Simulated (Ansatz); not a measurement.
# Reading a saddle point

A first-order saddle point of SiH4SO2, closed shell, PBE0-D4/def2-TZVP, with one imaginary mode of 1137i cm⁻¹:

```
8
angstrom
Si -0.2200 -0.0756 0.1237
H 0.9942 -0.8496 -0.7662
S -1.6572 -1.1949 -0.6957
H 0.1186 -1.2686 -1.0191
O 0.0347 1.4847 -0.2565
O 0.3039 -0.2970 1.6367
H -0.4312 1.8065 -1.0320
H 0.8571 0.3945 2.0092
```

Program: Ansatz 0.2.0. Basis: def2-TZVPP and def2-QZVPP. Cores are frozen in the correlated methods. Extrapolation: Hartree–Fock as exp(−7.88 √X), correlation as X^−2.97.

(1) Which contacts change along the imaginary mode, and what lies on either side? (A judgement: the text doesn't fix the answer.)

(2) Which side is lower, and how far does the saddle lie above each? (An estimate is asked for; the value comes from the calculation.)

No T1 diagnostic of these runs exceeds 0.014.

## Answers

(1) The calculation gives: The step is SiH₄SO₂ ([OH][SiH]([OH])[SH]) → SiH₂SO₂ ([OH][Si]([OH])[S]) + H₂, with the molecules in contact on both sides. Shortening one way: H2–H4; lengthening the same way: Si1–H2, S3–H4.
```tsv
pair	one side (Å)	saddle (Å)	other side (Å)
H2–H4	2.93	1.00	0.75
Si1–H2	1.48	1.69	2.98
S3–H4	1.34	1.81	3.38
```

(2) By the calculation: The side with Si1–H2, S3–H4 short is lower by 24.75 kcal/mol; the saddle lies 46.70 kcal/mol above it and 21.95 kcal/mol above the other (CCSD(T) at an estimated basis limit (MP2 extrapolated from triple and quadruple zeta, plus CCSD(T) − MP2 in triple zeta); electronic energies).

Labels in which every atom is bracketed show which atoms are joined, not bond orders.

For scale, one of the runs: CCSD(T)/def2-TZVPP, 202 basis functions, launched by `ansatz run in.yaml --threads 4 --pin off --events-out ev --progress --plain --max-ram 9574MiB`. Hardware: 4 CPU threads of an Arm Neoverse V1, shared host. Wall time 58 s; peak host memory 2.5 GiB.
